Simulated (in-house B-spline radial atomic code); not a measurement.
A calculation on Mn⁺: its settings, and results tabulated from the run. Level of theory: Dirac-Kohn-Sham BHandHLYP, spherical fractional occupations, Fermi nucleus of rms radius 3.7057 fm; calculated with a B-spline radial code for spherical atoms.

Command:
```bash
python run_scf.py task.json out
```
Settings (nuclear radius in fm, mass in u):
```
Z                25
configuration    [Ar] 3d5 4s1
hamiltonian      dirac
method           bhandhlyp
spin_polarised   False
nucleus          fermi
rms_radius       3.7057
atomic_mass      54.93804
speed_of_light   137.035999084
```

Output (hartree, bohr):
```
 radial grid: 82 intervals, B-splines of order 8, outer radius 60 bohr

 iter        energy (Eh)    residual
    1       -1148.078560    3.76e-01
    2       -1151.969276    4.45e-01
    3       -1157.377007    7.58e-02
    4       -1157.701050    1.95e-02
    5       -1157.718248    3.29e-03
    6       -1157.718556    3.44e-03
    7       -1157.718902    9.45e-04
    8       -1157.718942    2.62e-05
    9       -1157.718942    7.37e-06
   10       -1157.718942    3.39e-07
   11       -1157.718942    1.26e-08

 total energy                     -1157.71894
 kinetic                            1172.5642
 electron-nucleus                  -2757.9489
 Hartree                             479.1044
 exact exchange                      -24.8775
 exchange-correlation                -26.5610

 first-order corrections (not in the total)
   Gaunt                             0.4489
   retardation                      -0.0392
   frequency dependence             -0.0010
   self-energy                       0.2973
   Uehling                          -0.0246
   Wichmann-Kroll                    0.0001
   recoil                            0.0090

 orbital      occ     eigenvalue          <r>       <r^2>       <1/r>     <1/r^2>       <r^4>       r_max    small
 1s1/2      2.000      -239.8852    0.0608797  0.00498468     24.9312     1272.73 6.40047e-05     0.03987  8.07e-03
 2s1/2      2.000       -28.8677     0.278376    0.091563      5.3401      120.55   0.0146684      0.2321  1.47e-03
 2p1/2      2.000       -24.7182     0.244708   0.0736992     5.26926     38.9166   0.0110912      0.1867  1.45e-03
 2p3/2      4.000       -24.3310     0.247615   0.0753264     5.18354     36.9304   0.0115405      0.1891  1.43e-03
 3s1/2      2.000        -3.9117     0.848843    0.830873       1.663     17.5966     1.11675      0.7345  3.14e-04
 3p1/2      2.000        -2.6719     0.895978    0.945397     1.53352      5.3263     1.56545       0.747  2.75e-04
 3p3/2      4.000        -2.6229     0.904645    0.963701     1.51466     5.06526     1.62706      0.7538  2.71e-04
 3d3/2      2.000        -0.5682      1.20573     1.91902     1.12438     1.75773      9.8444      0.7732  1.62e-04
 3d5/2      3.000        -0.5639       1.2116      1.9383      1.1192     1.74097     10.0489      0.7759  1.61e-04
 4s1/2      1.000        -0.4326      2.89328     9.58106    0.444871     1.39056     148.082       2.425  3.16e-05

 Slater integrals (Eh)
   F0(3d3/2,3d3/2)               0.776749
   F2(3d3/2,3d3/2)               0.350764
   F0(3d3/2,3d5/2)               0.774909
   F2(3d3/2,3d5/2)               0.349888
   G2(3d3/2,3d5/2)               0.349672
   G4(3d3/2,3d5/2)               0.215938
   F0(3d3/2,4s1/2)               0.390523
   G2(3d3/2,4s1/2)               0.054372
   F0(3d5/2,3d5/2)               0.773080
   F2(3d5/2,3d5/2)               0.349022
   F4(3d5/2,3d5/2)               0.215519
   F0(3d5/2,4s1/2)               0.390288
   G2(3d5/2,4s1/2)               0.054888
   F0(4s1/2,4s1/2)               0.312002
```

Run time, properties included: 2.6 s on 1 thread of Arm Neoverse V1, on a shared host.

For the Dirac Hamiltonian the kinetic term is c α·p + (β - 1)c².

Caution: exact exchange at fractional occupations of open shells leaves self-interaction of up to several eV.
